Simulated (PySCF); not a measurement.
# Mg (magnesium, neutral) across methods

[Ne] 3s1 4s1, 4s spin antiparallel (an excited configuration). Computed with PySCF 2.14 in aug-cc-pCVDZ (6s5p3d, 36 functions), with the non-relativistic Hamiltonian (point nucleus).

| method | E (hartree) | mean ε 2p β (eV) | mean ε 3s α (eV) | mean ε 4s β (eV) | Σ⟨r²⟩ (bohr²) | ⟨S²⟩ |
| --- | --- | --- | --- | --- | --- | --- |
| PBE | -199.9440 | -46.465 | -4.714 | -4.714 | 28.37 | 0.000 |
| r2SCAN | -200.0346 | -48.081 | -4.817 | -4.817 | 28.62 | 0.000 |
| LC-wPBE | -199.9829 | -52.348 | -7.497 | -7.497 | 28.45 | 0.000 |
| PBE0 | -199.9620 | -50.630 | -5.434 | -5.434 | 28.43 | 0.000 |
| UHF | -199.60834 | -62.081 | -6.887 | -6.887 | 29.64 | 0.000 |
| BHandHLYP | -200.0727 | -54.679 | -6.030 | -6.030 | 28.41 | 0.000 |
| LDA | -199.1254 | -46.500 | -4.788 | -4.788 | 28.17 | 0.000 |
| BP86 | -200.0834 | -46.597 | -4.822 | -4.822 | 28.23 | 0.000 |
| B3LYP | -200.0929 | -49.869 | -5.308 | -5.308 | 28.23 | 0.000 |

The outer electron is Rydberg-like, and this basis confines it to a smaller radius and binds it less than a complete one would. With the s spin flipped the determinant is a mixture of two multiplicities, not a spectroscopic state.
